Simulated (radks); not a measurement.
The numbers below are computed, except where a source is named.
Numerical settings for the indium ion In+, [Kr] 4d10 5s2. Code: a radial shooting solver on a logarithmic mesh with Libxc functionals. Model: Dirac Kohn-Sham, PBE, spin-unpolarised, spherical densities, point nucleus. The defaults (mesh step 0.008 in ln r, mesh end at 40 bohr or more with all orbitals vanishing there, Anderson mixing 0.5 over 9 steps, residual threshold near 1e-9 with the energy settled to 1e-9 hartree or 1e-11 of itself, here a cap of 70 iterations) give E = -5883.0170 hartree and 5s1/2 at -14.923 eV in 13 iterations. Run on one thread of a shared host, so times are rough (Intel(R) Xeon(R) Platinum 8488C): 0.15 s of CPU time, 0.15 s wall, 13 iterations on 2602 mesh points. Changes against that run (0 stands for a change within the tolerance of the run):

| setting | iterations | converged | E (mhartree) | e(5s1/2) (meV) | CPU (s) |
|---|---|---|---|---|---|
| mesh step in ln r 0.05 | 13 | yes | +0.0822 | +0.00275 | 0.04 |
| mesh step in ln r 0.02 | 13 | yes | +0.000237 | 0 | 0.07 |
| mesh step in ln r 0.005 | 13 | yes | 0 | 0 | 0.22 |
| mesh end (bohr) 8 | 14 | yes | +0.208 | +11.9 | 0.14 |
| mesh end (bohr) 3 | 13 | level above zero | +1.08e+03 | +1.59e+04 | 0.1 |
| residual threshold 1e-13 | 22 | yes | 0 | 0 | 0.17 |
| residual threshold 0.1 | 8 | yes | 0 | +4.24 | 0.09 |
| mixing 1 | 11 | yes | 0 | 0 | 0.15 |
| linear mixing, mixing 0.05 | 70 | no | +0.0598 | -195 | 0.88 |
| linear mixing, mixing 0.8 | 70 | no | 0 | +0.173 | 0.74 |
| mixing history 2 | 19 | yes | 0 | 0 | 0.18 |
| iteration cap 5 | 5 | no | +0.0918 | +168 | 0.07 |

Settled on a wrong energy, with an occupied level pushed above zero by the early mesh end: mesh end (bohr) 3 (+1.08 hartree). Apart from these: no run marked as converged misses the energy by more than 1 mhartree. A mesh that ends early acts as a hard wall.
